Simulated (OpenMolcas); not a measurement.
Pr3+ among 8 point charges of -1 e arranged as a square antiprism (D4d), 2.87 Å from the ion, with a polar angle of 51.0° against the regular 57.3°.

```json
{
 "Program": "OpenMolcas 26.06",
 "Method": "CASSCF",
 "Basis": "ANO-RCC-VDZP [7s6p4d2f1g]",
 "Scalar Hamiltonian": "DKH2, point nucleus",
 "Active space": "2 electrons in 7 orbitals (4f)",
 "State averaging": "2S+1 = 3 even, 21 roots; 2S+1 = 1 even, 27 roots kept (CI in the orbitals of an earlier block)",
 "Spin-orbit coupling": "state interaction with AMFI integrals over the reference wave functions"
}
```

**Question.** What is the spin-free ground state?

**Answer.** A state of multiplicity 3, 2-fold in its orbital part, 100 % from free-ion H terms; it has the highest spin that f2 allows.

**Question.** Where is the first state of the same spin?

**Answer.** A 2-fold state lies at 17.4 cm-1 above the ground state.

**Question.** What are the lowest two levels with spin-orbit coupling?

**Answer.** A 2-fold level with g = 0.00, 0.00, 6.43, then a 2-fold level 50.4 cm-1 above it. Their leading multiplicities are 3 (98 %) and 3 (97 %).

**Question.** What is χT at 300 K, and how does it compare with the textbook value?

**Answer.** Hund's rules give f2 the level 3H4 with g = 0.800, so an isolated free-ion multiplet has χT = g² J(J+1) / 8 = 1.600 cm3 K/mol. The computed 1.629 at 300 K differs by +2 %, through the field's splitting, the mixing of terms and any other multiplet in reach.

Point charges carry no covalency, so the field is a model and not that of real ligands. An unlabelled pair can be two single states that coincide in this model. The first state left out of the spin-orbit step lies near 62000 cm-1 above the lowest spin-free state of the reference (among the parities and spins computed), and the lists stop at four fifths of that energy or lower. No measured value stands beside these numbers.

With an even number of electrons the g values are those of a degenerate or nearly degenerate non-Kramers pair.
